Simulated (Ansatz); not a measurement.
A nudged elastic band was laid between two geometries of C2H10N2Si2 (16 atoms, charge 0, multiplicity 1).

Level of theory: RKS LDA/6-31G in Ansatz 0.2.0.

| Property | Result |
| --- | --- |
| movable images | 5 |
| climbing image | yes |
| spring | 5.0 eV/Å² |
| optimiser | quadratic models (default) |
| start path | through a guess of the saddle point |
| force threshold | 0.05 eV/Å |
| iteration limit | 60 |
| end points | relaxed |

Initial state:

```xyz
16
Properties=species:S:1:pos:R:3
N -0.934 -2.247 0.917
Si -0.183 -0.668 1.098
C 1.412 -0.311 0.064
N 0.968 0.278 -1.186
C 0.208 1.508 -1.066
Si -1.341 1.051 0.005
H -1.589 -2.448 0.164
H -0.706 -3.036 1.518
H 0.118 -0.482 2.580
H 1.949 -1.259 -0.128
H 2.089 0.350 0.670
H 1.653 0.265 -1.947
H -0.106 1.860 -2.066
H 0.760 2.347 -0.567
H -2.480 0.571 -0.879
H -1.841 2.198 0.865
```

Final state:

```xyz
16
Properties=species:S:1:pos:R:3
N -0.580 -1.732 0.645
Si 0.054 -0.287 1.924
C 1.475 -0.004 0.514
N 0.827 -0.149 -0.802
C -0.087 0.965 -1.114
Si -1.240 1.163 0.451
H -0.069 -1.306 -0.274
H -1.606 -1.759 0.563
H -0.222 -2.655 0.926
H 2.257 -0.782 0.617
H 1.956 0.989 0.653
H 1.479 -0.359 -1.573
H -0.660 0.743 -2.031
H 0.468 1.918 -1.264
H -2.616 0.589 0.086
H -1.458 2.642 0.724
```

(1) Which bonds break or form, and what moves?

(2) Give the energies along the band, and the barrier.

(3) What is the geometry of the highest image?

The band took 16 iterations and of the order of 5 core-minutes.

Results:

(1) Bonds broken: Si2–H9. Bonds formed: N1–H9.

(2) The forces met the threshold. The highest image is number 4 of 0 to 6, 49.1 kcal/mol above the ends, which have the same energy within 2 meV. Neighbouring images differ by up to 1.9 eV, so the band resolves the path poorly. A vibrational analysis at the climbing image gives one clearly imaginary mode, 1222i cm⁻¹: a first-order saddle point. The orbitals stay closed-shell, which can raise the energy where a bond breaks towards radicals; this wasn't checked here. Limits of this set-up: no polarisation functions.

| image | path coordinate (Å) | energy (kcal/mol) | Si2–H9 (Å) | N1–H9 (Å) |
| --- | --- | --- | --- | --- |
| 0 | 0.00 | 0.0 | 1.52 | 2.64 |
| 1 | 1.09 | 0.7 | 1.52 | 2.62 |
| 2 | 2.18 | 1.6 | 1.52 | 2.67 |
| 3 | 3.27 | 7.8 | 1.50 | 2.47 |
| 4 | 4.36 | 49.1 | 1.65 | 1.52 |
| 5 | 5.40 | 6.2 | 2.36 | 1.03 |
| 6 | 6.44 | 0.0 | 2.58 | 1.03 |

(3) 
```xyz
16
Properties=species:S:1:pos:R:3
N -0.577 -1.961 0.591
Si -0.128 -0.390 1.565
C 1.413 -0.115 0.391
N 0.818 -0.016 -0.932
C -0.004 1.174 -1.133
Si -1.294 1.276 0.328
H -0.206 -1.906 -0.383
H -1.499 -2.396 0.695
H -0.031 -1.971 2.009
H 2.061 -1.009 0.452
H 2.008 0.780 0.694
H 1.449 -0.227 -1.713
H -0.536 1.114 -2.100
H 0.589 2.123 -1.123
H -2.664 0.793 -0.117
H -1.420 2.708 0.819
```

The run took 2.6 min on 2 threads of Intel(R) Xeon(R) Platinum 8488C (Sapphire Rapids), with other jobs on the host, peak memory 0.17 GiB.
